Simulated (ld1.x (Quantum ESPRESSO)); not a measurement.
**Ranking TM potentials for silver (Ag)**

All share these settings but for the change named:

| Property | Result |
| --- | --- |
| Element | silver |
| Generator | ld1.x (Quantum ESPRESSO) 7.5 |
| Type | norm-conserving Troullier–Martins (Kleinman–Bylander form) |
| Functional | LDA (PZ) |
| Relativity | fully relativistic |
| Frozen core | [Kr] |
| Valence charge | 11 |
| Reference configuration | 4d10 5s0.5 5p0.5 |
| Partial waves | 5s (bound): rc 1.90 bohr; 5p (bound): rc 3.95 bohr; 4d (bound): rc 1.40 bohr |
| Local potential | all-electron potential smoothed inside 2.20 bohr (lloc = -1) |
| Core correction | none |

Open shells are filled in proportion to 2j + 1 (rel_dist='average').

Test errors are all-electron minus pseudo excitation energies from the reference, over 4d10 5s1 5p0; 4d10 5s0 5p0; 4d9 5s0 5p0; 4d9 5s1 5p0; 4d9 5s2 5p0; 4d10 5s0.5 5p0; 4d7 5s0 5p0. None of these files shows a bound ghost.

The base gives 714.9 meV.

Of 8 variants that were run, those that failed, showed a ghost or another fault, or gave nearly equal values are left out.

A variant can come out equal or close to the base, since the largest error may sit in a test that the change hardly touches while other tests move.

Q: Rank these variants by their largest absolute test error, smallest first.
A. all radii scaled by about 1.14 (s 2.16, p 4.50, d 1.60 bohr); local potential all-electron potential smoothed inside 2.50 bohr (lloc = -1)
B. all radii scaled by about 1.38 (s 2.62, p 5.46, d 1.94 bohr); local potential all-electron potential smoothed inside 3.04 bohr (lloc = -1)
C. all radii scaled by about 1.05 (s 1.98, p 4.14, d 1.46 bohr); local potential all-electron potential smoothed inside 2.30 bohr (lloc = -1)

A: C (752.4 meV), A (902.3 meV), B (1178.6 meV).
